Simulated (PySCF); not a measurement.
**ECD: SMILES F[C@@H]1CO[CH2][Ge@@H]1[F], C$_{3}$H$_{6}$F$_{2}$GeO**

Geometry:
```tsv
atom	x (Å)	y (Å)	z (Å)
F1	1.609	0.022	-1.641
C2	1.195	-0.291	-0.365
C3	0.058	-1.309	-0.400
O4	-1.198	-0.679	-0.544
C5	-1.444	0.262	0.467
Ge6	0.283	1.311	0.481
F7	0.217	2.601	-0.697
H8	2.070	-0.684	0.155
H9	0.080	-1.899	0.528
H10	0.156	-1.971	-1.262
H11	-2.316	0.840	0.167
H12	-1.636	-0.228	1.429
H13	0.921	2.028	1.664
```

Computed, not measured: TDDFT CAM-B3LYP/def2-SVPD circular dichroism and optical rotation, one conformer, gas phase in PySCF. Geometry: GFN2-xTB.

The calculation is non-relativistic, which matters for the atoms heavier than Zn.

(1) What are the CIP labels of the stereocentres?

(2) List the lowest 8 singlet excitations with oscillator and rotatory strengths.

Results:

(1) C2 S, Ge6 S.

(2) Rotatory strengths R in 10⁻⁴⁰ esu² cm², velocity form and length form (origin at the centre of mass); f in length form.
| state | E (eV) | λ (nm) | f | R (velocity) | R (length) | main |
| --- | --- | --- | --- | --- | --- | --- |
| 1 | 5.99 | 207 | 0.0009 | +1.2 | +2.1 | HOMO→LUMO 0.94 |
| 2 | 6.91 | 179 | 0.061 | +33.0 | +32.3 | HOMO→LUMO+1 0.87 |
| 3 | 7.13 | 174 | 0.038 | -3.3 | -3.7 | HOMO→LUMO+2 0.63, HOMO−1→LUMO 0.16 |
| 4 | 7.24 | 171 | 0.005 | -8.5 | -8.5 | HOMO−1→LUMO 0.70, HOMO→LUMO+2 0.16 |
| 5 | 7.45 | 166 | 0.033 | +32.2 | +30.1 | HOMO→LUMO+3 0.73, HOMO→LUMO+4 0.17 |
| 6 | 7.77 | 160 | 0.009 | -14.4 | -13.9 | HOMO→LUMO+4 0.30, HOMO→LUMO+5 0.21 |
| 7 | 7.94 | 156 | 0.013 | -19.6 | -19.2 | HOMO−2→LUMO 0.73, HOMO−3→LUMO 0.08 |
| 8 | 8.15 | 152 | 0.036 | -13.0 | -13.6 | HOMO→LUMO+5 0.49, HOMO−1→LUMO+1 0.16 |

Among the states computed, the strongest CD band (largest |R|) is state 2. The largest dissymmetry factor in size, g = 4R/(D+G), with D and G the electric and magnetic dipole strengths, is -0.019 for state 4 (velocity form, f = 0.005), among bands with |R| over 0.5. The mirror image has the same energies and oscillator strengths and all R with the opposite sign.
